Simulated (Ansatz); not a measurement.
Born–Oppenheimer molecular dynamics of CH4BFN2S (10 atoms, charge 0, multiplicity 1). It goes on from the last frame of an earlier run, with new velocities.

The calculation used UKS BLYP/STO-3G (Ansatz).

```yaml
ensemble: NVT, Langevin thermostat
time_step: 0.25 fs
steps_asked: 400
set_temperature: 500 K
friction: 0.01 /fs
temperature_schedule: 100 steps to 500 K, then 300 steps to 1500 K
seed: 768597
```

First frame:

```xyz
10
Properties=species:S:1:pos:R:3
N -2.209 -1.563 -0.517
B -1.580 -0.420 -0.124
N -1.494 0.446 1.073
C -0.902 0.940 -0.467
F -1.642 2.019 -1.067
S 0.807 1.422 -0.893
H -2.361 -1.776 -1.575
H -2.759 -2.229 0.070
H -2.389 1.128 1.169
H 1.372 0.965 0.313
```

(1) What does the run give?

(2) What happens to the structure?

(3) How do temperature and energy run in time?

## Answers

(1) All steps were run.

| Quantity | Value |
| --- | --- |
| steps done | 400 |
| time covered | 100 fs |
| mean temperature over the second half | 796 K |
| spread of the potential energy over the second half | 30.9 meV per atom |
| mean potential energy of the second half above the start | 16.2 meV per atom |

The schedule's set-point averaged 1167 K over the second half and the system 796 K, so it lags behind the ramp. A run of 0.1 ps of so small a system gives no equilibrium averages. Limits of this set-up: minimal basis.

(2) The same pairs are bonded in the first frame and the last. Pairs count as bonded within 1.25 times the sum of covalent radii (0.12 Å more for H–H). This is one draw of velocities; another would differ in detail.

(3) 
```json
{"time (fs)": "0.0", "T (K)": "450", "potential energy less start (eV)": "0.000"}
{"time (fs)": "5.0", "T (K)": "504", "potential energy less start (eV)": "0.044"}
{"time (fs)": "10.0", "T (K)": "488", "potential energy less start (eV)": "0.107"}
{"time (fs)": "15.0", "T (K)": "670", "potential energy less start (eV)": "-0.060"}
{"time (fs)": "20.0", "T (K)": "761", "potential energy less start (eV)": "-0.113"}
{"time (fs)": "25.0", "T (K)": "945", "potential energy less start (eV)": "-0.262"}
{"time (fs)": "30.0", "T (K)": "786", "potential energy less start (eV)": "-0.032"}
{"time (fs)": "35.0", "T (K)": "771", "potential energy less start (eV)": "-0.079"}
{"time (fs)": "40.0", "T (K)": "629", "potential energy less start (eV)": "0.047"}
{"time (fs)": "45.0", "T (K)": "826", "potential energy less start (eV)": "-0.133"}
{"time (fs)": "50.0", "T (K)": "952", "potential energy less start (eV)": "-0.198"}
{"time (fs)": "55.0", "T (K)": "1036", "potential energy less start (eV)": "0.011"}
{"time (fs)": "60.0", "T (K)": "906", "potential energy less start (eV)": "0.229"}
{"time (fs)": "65.0", "T (K)": "817", "potential energy less start (eV)": "0.264"}
{"time (fs)": "70.0", "T (K)": "769", "potential energy less start (eV)": "0.317"}
{"time (fs)": "75.0", "T (K)": "450", "potential energy less start (eV)": "0.541"}
{"time (fs)": "80.0", "T (K)": "649", "potential energy less start (eV)": "0.326"}
{"time (fs)": "85.0", "T (K)": "825", "potential energy less start (eV)": "-0.101"}
{"time (fs)": "90.0", "T (K)": "938", "potential energy less start (eV)": "-0.282"}
{"time (fs)": "95.0", "T (K)": "798", "potential energy less start (eV)": "-0.074"}
{"time (fs)": "100.0", "T (K)": "1057", "potential energy less start (eV)": "-0.090"}
```

Time of the run: 8 min on 1 thread of AMD EPYC 9R45 96-Core Processor (Zen 5) (shared host), peak memory 0.14 GiB.
